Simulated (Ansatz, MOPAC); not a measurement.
Molecule: CH2BCl2, charge 0, multiplicity 2. SMILES: [CH2]B(Cl)Cl

Atoms: C1, B2, Cl3, Cl4, H5, H6. Bonds: C1-B2, C1-H5, C1-H6, B2-Cl3, B2-Cl4.

Bond lengths (Å) and angles (degrees) optimised at AM1 with MOPAC; PM7 with MOPAC; HF/3-21G with Ansatz (a quantum-chemistry and plane-wave program); MP2/6-31G* with Ansatz, each started from the B3LYP-D3(BJ)/def2-TZVP structure (Ansatz) of the last column. A row stands for all coordinates that are equal there; 6 of 7 kinds are shown. 6-31G* holds six Cartesian d functions. At AM1 the structure is a saddle point. At PM7 the structure is a saddle point. No wavenumbers were computed at MP2/6-31G*, so these may be saddle points.

| coordinate | AM1 | PM7 | HF/3-21G | MP2/6-31G* | B3LYP-D3(BJ)/def2-TZVP |
|---|---|---|---|---|---|
| C1-B2 | 1.517 | 1.531 | 1.515 | 1.525 | 1.514 |
| C1-H5 | 1.087 | 1.072 | 1.075 | 1.085 | 1.083 |
| B2-Cl3 | 1.713 | 1.721 | 1.799 | 1.752 | 1.762 |
| C1-B2-Cl3 | 120.4 | 120.1 | 120.9 | 120.5 | 120.6 |
| Cl3-B2-Cl4 | 119.3 | 119.8 | 118.1 | 119.0 | 118.8 |
| B2-C1-H5 | 119.7 | 122.6 | 121.7 | 122.1 | 122.1 |

Mean signed difference of all 5 bond lengths from B3LYP-D3(BJ)/def2-TZVP: AM1 -0.018 Å, PM7 -0.017 Å, HF/3-21G 0.011 Å, MP2/6-31G* -0.001 Å.
